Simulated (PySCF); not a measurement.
Gas-phase reaction: 2 GaBr₃ + O ⇌ Ga₂O + 3 Br₂

Method: PySCF energies plus ideal-gas RRHO corrections (1 bar). † marks an energy on the PBE0/def2-TZVP geometry and frequencies; other levels use their own. MP2 freezes the core. Open shells (unrestricted): O (multiplicity 3); the rest are closed-shell singlets. Spin-orbit splitting is ignored; it lowers the true energy and changes the entropy of O. Br, Ga: all electrons, no relativistic terms. MP2 isn't extrapolated to the basis-set limit.

MP2/def2-TZVPP† gives ΔH°(298 K) = 457 kJ.

Problem. What do PBE/def2-TZVP†, PBE/def2-SVP, PBE0/def2-TZVP give?

Solution. PBE/def2-TZVP†: 290 kJ; PBE/def2-SVP: 308 kJ; PBE0/def2-TZVP: 398 kJ. For scale, ΔH°(298 K) is 457 kJ at this level, 375 kJ at ωB97M-V/def2-TZVP†, and runs from -212 to 690 kJ over the 19 levels computed.
